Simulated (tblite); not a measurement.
Task: Write Cartesian coordinates for InChI=1S/C6H13ClSi/c1-2-5-3-6(5,8)4-7/h5H,2-4H2,1,8H3/t5-,6+/m1/s1 as optimised with GFN2-xTB.

Result: 
```xyz
21
C6H13ClSi angstrom
C      2.8785   -0.2298    0.0362
C      1.4509   -0.7687    0.0470
C      0.4544    0.3459   -0.1728
C     -0.1890    1.0592    0.9704
C     -1.0302    0.1884    0.0675
Si    -2.1886    0.9892   -1.1993
C     -1.5429   -1.0926    0.6594
Cl    -1.7621   -2.3192   -0.6239
H      3.0123    0.5047    0.8275
H      3.5921   -1.0364    0.1871
H      3.0968    0.2492   -0.9158
H      1.2669   -1.2633    1.0021
H      1.3375   -1.5155   -0.7435
H      0.7144    0.9607   -1.0290
H     -0.3157    2.1305    0.9224
H      0.0108    0.6941    1.9685
H     -3.5554    0.9288   -0.6783
H     -1.7641    2.3819   -1.3554
H     -2.0819    0.2900   -2.4770
H     -2.5259   -0.9508    1.1116
H     -0.8678   -1.5292    1.3948
```

Orientation and origin are arbitrary. Atoms count from 1 in this order. The 3-membered ring C3–C4–C5 has internal angles of 59.2° to 60.5°. Of the pairs four or more bonds apart, H12···H21 is among the closest relative to their van der Waals radii: 2.19 Å, 91 % of the sum of Bondi's values. Si6 (SiH3 silicon) is tetrahedral (angles from 107.2° to 111.1°). The C–C distances run from 1.493 Å (C3–C4, drawn single) to 1.526 Å (C1–C2, drawn single), a spread of 0.033 Å.

Bonds between heavy atoms (Å): C1–C2 1.526, C2–C3 1.511, C3–C4 1.493, C4–C5 1.510, C5–Si6 1.894, C5–C7 1.501, C7–Cl8 1.789, C3–C5 1.512.

Computed geometry: GFN2-xTB, gas phase.

Point group: C1 (no symmetry element, even within 0.4 Å). Its GFN2-xTB frequencies are all real (lowest 30 cm⁻¹). One conformer, not necessarily the lowest (C1–C2–C3–C4 -94°, C4–C5–C7–Cl8 -152°).

On an Arm Neoverse V1 with one thread, shared host with 32 logical CPUs at a one-minute load of 29, this took 1.6 s. This is the geometry optimisation.
